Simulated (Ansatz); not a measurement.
Cost and result for the atomization energy of CH5BClN (`CNBCl`) (9 atoms, 8 bonds).

```xyz
9

C    -0.570   -0.846   -0.625
N     0.433   -0.156    0.152
B     0.342    1.136    0.630
Cl    1.680    1.818    1.569
H    -0.185   -1.140   -1.606
H    -0.924   -1.745   -0.113
H    -1.422   -0.184   -0.778
H     1.265   -0.693    0.347
H    -0.620    1.809    0.425
```

Charge 0, multiplicity 1. The structure was optimised at the PBE0-D4/def2-TZVP level. It is one conformer, not always the lowest. Program: Ansatz. All runs use 2 threads of a server CPU on a shared host. Times are those of one run each, without the atoms' runs, and a repeat can differ threefold. Electronic energies, without spin–orbit coupling; frozen cores. CCSD(T)/CBS adds CCSD(T) − MP2 in def2-TZVPP to the MP2 limit, and its time is that of the two runs behind it. T1 = 0.011. B3LYP takes the VWN-RPA correlation (the form of Gaussian; ORCA's B3LYP/G).

CCSD(T)/CBS is a level of theory with its own doubt, some kJ/mol a heavy atom from the limit and from the frozen cores, so smaller differences don't rank the functionals.

| level | functions | wall time | atomization (kcal/mol) | difference from CCSD(T)/CBS | per bond |
| --- | --- | --- | --- | --- | --- |
| revPBE-D4/def2-TZVPP | 205 | 2.8 s | 802.8 | 1.0 | 0.1 |
| CCSD(T)/def2-SVP | 85 | 3.1 s | 765.4 | -36.4 | -4.6 |
| BLYP-D4/def2-TZVPP | 205 | 3.1 s | 805.5 | 3.7 | 0.5 |
| PBE-D4/def2-TZVPP (with forces) | 205 | 3.2 s | 822.5 | 20.7 | 2.6 |
| BHLYP-D4/def2-TZVPP | 205 | 3.8 s | 786.7 | -15.1 | -1.9 |
| B3LYP-D4/def2-TZVPP (with forces) | 205 | 4.8 s | 807.6 | 5.8 | 0.7 |
| r2SCANh-D4/def2-TZVPP | 205 | 5.5 s | 802.8 | 1.0 | 0.1 |
| r2SCAN-D4/def2-TZVPP (with forces) | 205 | 6.5 s | 806.9 | 5.1 | 0.6 |
| PBE-QIDH/def2-TZVPP | 205 | 6.5 s | 802.0 | 0.2 | 0.0 |
| B97M-V/def2-TZVPP | 205 | 11 s | 807.9 | 6.1 | 0.8 |
| MP2/def2-QZVPP | 391 | 36 s | 806.6 | 4.8 | 0.6 |
| CCSD(T)/def2-TZVPP | 205 | 78 s | 781.9 | -19.9 | -2.5 |
| CCSD(T)/CBS(def2) | – | 110 s | 801.8 | 0.0 | 0.0 |

From PBE to PBE0 (25 % exact exchange), in def2-TZVPP and without D4, the atomization energy moves by −12.2 kcal/mol: exact exchange takes away binding that semilocal exchange gives to molecules. At CCSD(T), def2-SVP lies −36.4 kcal/mol from the extrapolated value and def2-TZVPP −19.9 kcal/mol: correlation converges slowly with the basis, and small sets miss more of it in the bonded molecule than in its fragments. The D4 term adds +5.5 kcal/mol with B3LYP and +2.9 kcal/mol with PBE0; it sums over pairs of atoms, weighted by their polarisabilities, and B3LYP, whose exchange is more repulsive, gets the larger term.
